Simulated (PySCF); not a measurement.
Electron correlation in Sb²⁺ (antimony, charge +2)

[Kr] 4d10 5s2 5p1, 2P determinant. Computed with PySCF 2.14 in def2-SVP with the def2 core potential (28 electrons) (4s4p2d, 26 functions), with scalar relativity through the core potential. Frozen: 4s2 4p6 4d10; 3 electrons correlated.

MP2 pair energies summed by pair of shells (mhartree):

```tsv
pair	energy	share (%)
5s-5s	-16.09	58.6
5s-5p	-11.39	41.4
```

Total MP2 correlation energy: -27.47 mhartree.

Same-spin part -1.80 and opposite-spin part -25.67 mhartree; SCS-MP2 scales them by 1/3 and 6/5 to -31.41 mhartree.

| level | correlation energy (mhartree) |
| --- | --- |
| CCSD | -40.65 |
| (T) | -0.32 |
| CCSD(T) | -40.97 |

Diagnostics: T1 = 0.0079, D1 = 0.0192, largest double amplitude 0.097.

Q: Is a single reference adequate?

A: Mostly. T1 lies below 0.03, but a double amplitude of this size points to a near-degeneracy that CCSD handles and MP2 describes poorly.
